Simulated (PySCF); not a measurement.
Sn(Cl)(Br)(OH)2 (BrClH2O2Sn), SMILES [OH][Sn]([OH])([Cl])[Br].

The structure is a stationary point at PBE0-D3(BJ)/def2-SVP. The structure was generated by enumeration; whether it is a known compound was not checked. The def2 effective core potentials stand for the cores of Sn; spin–orbit coupling is left out. Other conformers were not sampled.

These are ωB97X/def2-TZVP (PySCF) values and carry that method's errors.

```yaml
total_energy: -3400.55623 hartree
highest_occupied_level: -11.40 eV
lowest_empty_level: -0.70 eV
orbital_gap: 10.70 eV
dipole_moment: 1.64 D
quadrupole, principal values (traceless, Buckingham form, about the centre of nuclear charge): -6.71, 1.47, 5.24 D·Å
mean_static_polarisability: 74.0 bohr³ (10.97 Å³)
polarisability_principal_values: 62.7, 72.5, 86.8 bohr³
```
